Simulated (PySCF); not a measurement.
Isomers of C11H7N, one GFN2-xTB conformer each. Single-point energies are computed at PBE0/pcSseg-1 (PySCF, gas phase, no added dispersion term), electronic only.

| SMILES | GFN2-xTB relative energy (kcal/mol) |
| --- | --- |
| N#Cc1ccc2ccccc2c1 | 0.4 |
| C#CC1=C[C@H]2C=C[C@]1(C#N)C=C2 | 78.2 |
| N#Cc1cccc2ccccc12 | 0.0 |
| C#CC(=C)C#Cc1ccncc1 | 79.9 |

Problem. What does PBE0/pcSseg-1 give for the same structures?

Solution. 
```
                        SMILES  PBE0/pcSseg-1 E (Eh)  PBE0/pcSseg-1 (kcal/mol)  GFN2-xTB (kcal/mol)  point group
             N#Cc1cccc2ccccc12            -477.50711                       0.0                  0.0           Cs
             N#Cc1ccc2ccccc2c1            -477.50702                       0.1                  0.4           Cs
           C#CC(=C)C#Cc1ccncc1            -477.34227                     103.4                 79.9           Cs
C#CC1=C[C@H]2C=C[C@]1(C#N)C=C2            -477.33551                     107.7                 78.2           Cs
```

Both levels put the same isomer lowest; measured from each level's own lowest isomer, the values differ by up to 29.5 kcal/mol (C#CC1=C[C@H]2C=C[C@]1(C#N)C=C2: 78.2 against 107.7). As drawn, the lowest has an aromatic ring, which the highest lacks; the highest has a C≡C bond, a C=C bond outside aromatic rings and a quaternary carbon, which the lowest lacks. Neighbours under 2.5 kcal/mol apart (N#Cc1cccc2ccccc12 and N#Cc1ccc2ccccc2c1) can change places with a better method, another conformer or zero-point energy.

Problem. Which frontier levels, dipoles and rotational constants go with these structures?

Solution. 
```
                        SMILES  HOMO (eV, PBE0/pcSseg-1)  LUMO (eV)  dipole (D)       A, B, C (MHz)
             N#Cc1cccc2ccccc12                     -6.92      -2.11        4.59  1508, 964.4, 588.3
             N#Cc1ccc2ccccc2c1                     -6.97      -2.02        5.13  2749, 614.8, 502.4
           C#CC(=C)C#Cc1ccncc1                     -6.97      -2.17        2.34  2725, 395.6, 345.5
C#CC1=C[C@H]2C=C[C@]1(C#N)C=C2                     -6.60      -1.35        4.57   1594, 1004, 778.9
```

Problem. As an exercise, what shares would exp(−E/RT) give at 500 K from these electronic energies alone (no entropy, no degeneracies)?

Solution. RT = 0.994 kcal/mol: N#Cc1cccc2ccccc12 51.5 %, N#Cc1ccc2ccccc2c1 48.5 %, C#CC(=C)C#Cc1ccncc1 under 0.1 %, C#CC1=C[C@H]2C=C[C@]1(C#N)C=C2 under 0.1 %.
